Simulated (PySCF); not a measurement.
B(Me)(OH)(NH2) (CH6BNO), SMILES OB(C)N.

Geometry: PBE0-D3(BJ)/def2-SVP. One conformer was computed; it need not be the lowest.

All values below come from CAM-B3LYP/def2-TZVP (PySCF).

Symmetry labels are those of the subgroup Cs that the program uses (full group Cs).

Computed valence orbital energies around the gap with their symmetry:
| orbital | symmetry | energy (eV) |
|---|---|---|
| HOMO−7 | A' | -15.36 |
| HOMO−6 | A' | -14.03 |
| HOMO−5 | A' | -13.33 |
| HOMO−4 | A" | -12.80 |
| HOMO−3 | A' | -11.91 |
| HOMO−2 | A" | -11.25 |
| HOMO−1 | A' | -10.33 |
| HOMO | A" | -9.03 |
| LUMO | A' | 1.44 |
| LUMO+1 | A' | 2.57 |
| LUMO+2 | A" | 3.06 |
| LUMO+3 | A' | 3.07 |
